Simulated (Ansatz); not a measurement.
CH₆Al₂O, relaxed with RKS PBE0-D4/def2-TZVP in Ansatz from a PBE-D4/def2-SVP geometry. The force threshold is 0.005 eV/Å; the program also tests the step.

Charge 0, multiplicity 1. The bonds changed during the relaxation, so this is another structure than the one it started from.

Start:

```xyz
10

Al    0.277    1.159    1.434
C     0.464    0.476   -0.451
O    -0.415   -0.338    0.506
Al   -0.640   -1.433   -0.897
H     1.443    0.766    2.448
H    -0.823    2.286    1.676
H    -0.121    0.965   -1.256
H     1.399   -0.052   -0.728
H    -1.929   -1.152   -1.780
H     0.344   -2.678   -0.950
```

By how much does the energy fall, and how many steps does the optimiser take? (Best estimate.)

Ansatz gave: 0.05 eV, in 7 steps, 1 of them rejected.

Which bonds change most? (Estimate.)

Ansatz gave: O3–Al4 from 1.793 to 1.752 Å; Al1–O3 from 1.893 to 1.852 Å; Al1–C2 from 2.014 to 1.980 Å; C2–H8 from 1.110 to 1.093 Å.

Give the relaxed structure. (An estimate is asked.)

The calculation gave: 
```xyz
10

Al    0.269    1.137    1.409
C     0.484    0.497   -0.452
O    -0.393   -0.326    0.485
Al   -0.636   -1.409   -0.869
H     1.409    0.748    2.436
H    -0.827    2.249    1.662
H    -0.102    0.948   -1.256
H     1.387   -0.049   -0.737
H    -1.924   -1.147   -1.736
H     0.332   -2.649   -0.941
```
